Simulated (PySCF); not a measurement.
## Cs₂⁻ at ROHF-MP2

Computed with ROHF-MP2; Cs def2-SVPD with ECP46; scalar-relativistic core potentials (PySCF 2.14).

For Cs₂⁻, the state is ²Σu⁺ (doublet), unpaired electrons σ ↑ and the bond length is 5.269 Å. The harmonic wavenumber is 26.2 cm⁻¹. The force constant is 0.0270 mdyn/Å and the rotational constant Be is 0.009137 cm⁻¹. The anharmonicity ωexe is 0.0508 cm⁻¹ and the vibration–rotation constant αe is 2.2e-05 cm⁻¹.

Correlated steps freeze no core orbitals. Spin–orbit coupling is left out. The state is the lowest determinant that a PBE0 search found; another state may lie lower at other levels.
